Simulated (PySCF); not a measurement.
## Spin states of HgC

Unrestricted PBE0; PySCF, scalar-relativistic core potentials, basis sets Hg cc-pVDZ-PP with ECP60, C cc-pVDZ. Outer shells of the fragments: Hg 5d10 6s2; C 2s2 2p2.

Followed along the bond (rough minima from three points):

```tsv
2Ms+1	unpaired	⟨S²⟩ at the start	R at minimum (Å)	Te (eV)
3	π ↑↑	2.03	2.16	0.00
1	π ↑↓	1.00	2.15	0.42
3	σ ↑, π ↑	2.01	none in the scan	≤ 0.96
1	σ ↓, π ↑	1.01	none in the scan	≤ 1.24
```

Solutions found at the starting distance of 2.085 Å, counted from the lowest of them; the search is not exhaustive and high or unbound solutions are not listed, so other states can lie among these:

```
2Ms+1    unpaired   term  E (eV)  ⟨S²⟩  ⟨Lz²⟩  μ (D)
    3        π ↑↑    ³Σ⁻    0.00  2.03   0.00  -2.44
    1        π ↑↓  mixed    0.42  1.00   2.01  -2.47
    3    σ ↑, π ↑     ³Π    1.17  2.01   1.00   0.14
    1    σ ↓, π ↑  mixed    1.41  1.01   1.00   0.04
    1        none  mixed    1.68  0.00   2.00  -2.42
    3  σ ↑↑, π ↑↓  mixed    3.07  3.01   2.01  -1.80
    1  σ ↓↓, π ↑↑  mixed    3.28  2.01   0.00  -2.08
    3    σ ↑, π ↑     ³Π    3.95  2.04   1.02  -3.94
    1    σ ↓, π ↑  mixed    4.28  1.06   1.02  -3.85
    3        π ↑↑  mixed    4.73  2.01   2.01   0.52
```

A term symbol is given only where ⟨S²⟩ and ⟨Lz²⟩ are close to those of a pure state; real π, δ and φ orbitals otherwise mix terms. A positive dipole means Hg(−)C(+).

Spin–orbit coupling is left out. Counting both spins, an empty level lies below a filled one in some of these solutions, because spin and occupation are held.
